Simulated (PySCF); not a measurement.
CH3BrOZn, singlet, at a GFN2-xTB geometry (such geometries of metal compounds can be far from the true shape). Base run: B3LYP/6-31G (PySCF).

Here is a job for PySCF.
```python
from pyscf import gto, scf, dft, solvent

mol = gto.Mole()
mol.atom = '''
    Zn   -0.19957221    0.03805809   -0.64998505
    Br   -0.50967234    0.56280862    1.49439479
    O     1.10769182   -0.92706294   -1.24179631
    C     1.61039854   -1.44123338   -2.43837332
    H     1.88927849   -0.64981748   -3.14088319
    H     2.51023111   -2.00653113   -2.17487335
    H     0.90226299   -2.11979218   -2.92389907
'''
mol.basis = '6-31g'
mol.verbose = 4
mol.build()

mf = dft.RKS(mol)
mf.xc = 'b3lyp'
mf.kernel()
```

The base run was repeated with changes; each row names its change, and settings that it needs were set with it.

| change | ΔE vs base (kJ/mol) | dipole (D) | HOMO-LUMO gap (eV) |
|---|---|---|---|
| base | 0.00 | 4.21 | 4.36 |
| model = IEF-PCM; solvent = water | -92.9 | 6.33 | 5.31 |
| model = ddCOSMO; solvent = 2-propanol | ? | ? | ? |
| model = IEF-PCM; solvent = 2-propanol; vdw_scale = 1.1 | -128.2 | 6.63 | 5.48 |
| model = IEF-PCM; solvent = 2-propanol; vdw_scale = 1.4 | -43.2 | 5.52 | 4.89 |
| model = IEF-PCM; solvent = dimethylsulfoxide | -91.3 | 6.30 | 5.30 |
| model = COSMO; solvent = 2-propanol | -85.7 | 6.18 | 5.24 |
| model = C-PCM; solvent = 2-propanol | -88.7 | 6.25 | 5.27 |
| model = IEF-PCM; solvent = 2-propanol; vdw_scale = 1.0 | -197.4 | 7.15 | 5.78 |
| model = IEF-PCM; solvent = 2-propanol; lebedev_order = 11 | ? | ? | ? |
| model = IEF-PCM; solvent = 2-propanol; lebedev_order = 41 | ? | 6.18 | 5.24 |
| model = IEF-PCM; solvent = 2-propanol; r_probe = 0.5 | -29.4 | 5.25 | 4.74 |

### Question
Some entries are withheld; supply them.

### Answer

- model = ddCOSMO; solvent = 2-propanol, ΔE vs base (kJ/mol): -103.8
- model = ddCOSMO; solvent = 2-propanol, dipole (D): 6.38
- model = ddCOSMO; solvent = 2-propanol, HOMO-LUMO gap (eV): 5.44
- model = IEF-PCM; solvent = 2-propanol; lebedev_order = 11, ΔE vs base (kJ/mol): -83.7
- model = IEF-PCM; solvent = 2-propanol; lebedev_order = 11, dipole (D): 6.13
- model = IEF-PCM; solvent = 2-propanol; lebedev_order = 11, HOMO-LUMO gap (eV): 5.20
- model = IEF-PCM; solvent = 2-propanol; lebedev_order = 41, ΔE vs base (kJ/mol): -86.0

The base is the gas phase, so ΔE is the electrostatic part of solvation at a fixed geometry, without cavity and dispersion terms.
